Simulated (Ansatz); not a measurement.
Gas-phase electronic energies from Ansatz, PBE0-D4/def2-TZVP geometries. CCSD(T)/CBS is the MP2 limit (def2-TZVPP, def2-QZVPP) plus CCSD(T) − MP2 in def2-TZVPP, frozen cores. This one scheme is used for every species. DFT in def2-TZVPP. B3LYP here is the variant with VWN-RPA as its local correlation; programs differ in this. HSE06 is defined as in plane-wave codes. For As outer-core shells are correlated without core-valence functions, which leaves a few kJ/mol of doubt a bond. Scalar relativity is left out up to krypton. One conformer a species, not always the lowest.

`CC[AsH][SiH3]` → `[SiH3][AsH2]` + `C=C`  (β-hydride elimination)

`CC[AsH][SiH3]`:

Cartesian coordinates in Å:
```
C -0.360 2.101 -0.645
C 0.106 0.884 0.132
As 0.282 -0.704 -1.052
Si 0.479 -2.308 0.667
H -0.408 2.983 0.001
H -1.356 1.946 -1.066
H 0.316 2.330 -1.472
H 1.099 1.051 0.558
H -0.571 0.657 0.957
H -1.216 -0.959 -1.191
H 0.294 -3.670 0.101
H -0.510 -2.097 1.760
H 1.845 -2.216 1.250
```

`[SiH3][AsH2]`:

Z-matrix (Å, degrees):
```
Si
As 1 2.365
H 1 1.486 2 113.4
H 1 1.486 2 108.2 3 -121.1
H 1 1.486 2 108.2 3 121.1
H 2 1.523 1 92.0 3 -46.4
H 2 1.523 1 92.0 3 45.8
```

`C=C`:

Z-matrix (Å, degrees):
```
C
C 1 1.323
H 1 1.085 2 121.7
H 1 1.085 2 121.7 3 -180.0
H 2 1.085 1 121.7 3 -0.0
H 2 1.085 1 121.7 3 -180.0
```

```tsv
level	ΔE (kJ/mol)	difference from CCSD(T)/CBS
LDA (SPW92)	147.2	33.8
PBE-D4	120.3	6.9
revPBE-D4	119.2	5.8
PBE0-D4	128.4	15.0
HSE06-D4	128.2	14.8
BHLYP-D4	113.6	0.2
ωB97M-V	113.8	0.4
PBE0	119.1	5.7
B3LYP	88.8	-24.6
BHLYP	99.7	-13.7
LC-ωPBE	125.5	12.1
HF/def2-SVP	87.1	-26.3
MP2/def2-QZVPP	128.1	14.7
SCS-MP2/def2-QZVPP	114.9	1.5
HF/CBS(def2)	78.7	-34.7
MP2/CBS(def2)	128.7	15.3
CCSD(T)/CBS	113.4	0
```

(1) What do rigid-rotor, harmonic-oscillator terms from PBE0-D4/def2-TZVP frequencies (298.15 K, 1 bar) make of the CCSD(T)/CBS value? (Estimate.)

Largest T1 diagnostic among the species: 0.011.

Answers

(1) The calculation gave: ΔZPE = -19.3 kJ/mol, ΔH = +96.8 kJ/mol, ΔS = 147 J/(mol·K), ΔG = +53.0 kJ/mol.

From BLYP to BHLYP (50 % exact exchange), in def2-TZVPP and without D4, ΔE moves by +24.7 kJ/mol. In def2-TZVPP, CCSD(T) changes the Hartree–Fock value by +32.9 kJ/mol (the triples alone add +2.5 kJ/mol) and MP2 by +48.2 kJ/mol.
